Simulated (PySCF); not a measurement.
C₄H₅FSi, SMILES C#C/C(F)=C/[SiH3].

The structure is a stationary point at PBE0-D3(BJ)/def2-SVP. The structure was generated by enumeration; whether it is a known compound was not checked.

Calculation: CAM-B3LYP/def2-TZVP (PySCF).

Symmetry labels are those of the subgroup Cs that the program uses (full group Cs).

Q: List the valence orbital energies around the gap with their symmetry. (Estimate from the structure and the level; the computed values follow.)

A: 
```json
[
 {"orbital": "HOMO−7", "symmetry": "A'", "energy (eV)": "-15.14"},
 {"orbital": "HOMO−6", "symmetry": "A'", "energy (eV)": "-13.07"},
 {"orbital": "HOMO−5", "symmetry": "A'", "energy (eV)": "-11.62"},
 {"orbital": "HOMO−4", "symmetry": "A\"", "energy (eV)": "-11.51"},
 {"orbital": "HOMO−3", "symmetry": "A'", "energy (eV)": "-11.16"},
 {"orbital": "HOMO−2", "symmetry": "A\"", "energy (eV)": "-10.98"},
 {"orbital": "HOMO−1", "symmetry": "A'", "energy (eV)": "-10.06"},
 {"orbital": "HOMO", "symmetry": "A\"", "energy (eV)": "-8.67"},
 {"orbital": "LUMO", "symmetry": "A\"", "energy (eV)": "-0.49"},
 {"orbital": "LUMO+1", "symmetry": "A'", "energy (eV)": "1.20"},
 {"orbital": "LUMO+2", "symmetry": "A'", "energy (eV)": "1.74"},
 {"orbital": "LUMO+3", "symmetry": "A'", "energy (eV)": "2.43"}
]
```
